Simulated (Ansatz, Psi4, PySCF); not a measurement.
H2MoO4 (SMILES [O]=[Mo](=[O])([OH])[OH]), singlet, geometry from GFN2-xTB (such geometries of metal compounds can be far from the true shape) (core potentials on Mo). Base run: PBE0/def2-SVP (PySCF).

Input for PySCF:
```python
from pyscf import gto, scf, dft

mol = gto.Mole()
mol.atom = '''
    Mo    0.04556687    0.00083011    0.00560237
    O     1.10220482    0.78882640   -0.97552653
    O     0.86074293   -0.75306665    1.21686762
    O    -0.81590576   -1.20963679   -0.94058850
    H    -1.09733612   -1.94764307   -1.49061800
    O    -1.06225200    1.17542170    0.70967220
    H    -1.49479228    1.90042130    1.17192022
'''
mol.basis = 'def2-svp'
mol.ecp = {'Mo': 'def2-svp'}
mol.verbose = 4
mol.build()

mf = dft.RKS(mol)
mf.xc = 'pbe0'
mf.kernel()
```

The same geometry, method and basis name were run in Ansatz (an electronic-structure program) and Psi4 and PySCF, at each program's defaults and at the settings that a row names. The base is PySCF at its defaults. Differences at the defaults can come from grids, fitting, cores and function types together.

```
code and settings                                                                             ΔE vs base (mEh)  basis functions      E (Eh)  SCF cycles  dipole (D)
--------------------------------------------------------------------------------------------  ----------------  ---------------  ----------  ----------  ----------
PySCF, defaults (exact integrals, its default grid, spherical functions)                                 0.000               97  -369.87006          12        3.95
Psi4, defaults (density fitting with its default set, its default grid, spherical functions)               [?]               97         [?]          11        3.95
Ansatz, defaults (factorised integrals, its default grid, spherical functions)                           0.020               97  -369.87004           -           -
PySCF, density fitting with def2-universal-jkfit                                                        -0.002               97  -369.87006          12        3.95
PySCF, fine grid                                                                                         0.006               97  -369.87005          10        3.95
Psi4, exact integrals, spherical functions, fine grid                                                    0.008               97  -369.87005          14        3.95
Ansatz, high accuracy                                                                                    0.006               97  -369.87005           -           -
```

Task: Fill in the missing entries.

Result: 
- Psi4, defaults (density fitting with its default set, its default grid, spherical functions), ΔE vs base (mEh): -0.190
- Psi4, defaults (density fitting with its default set, its default grid, spherical functions), E (Eh): -369.87025
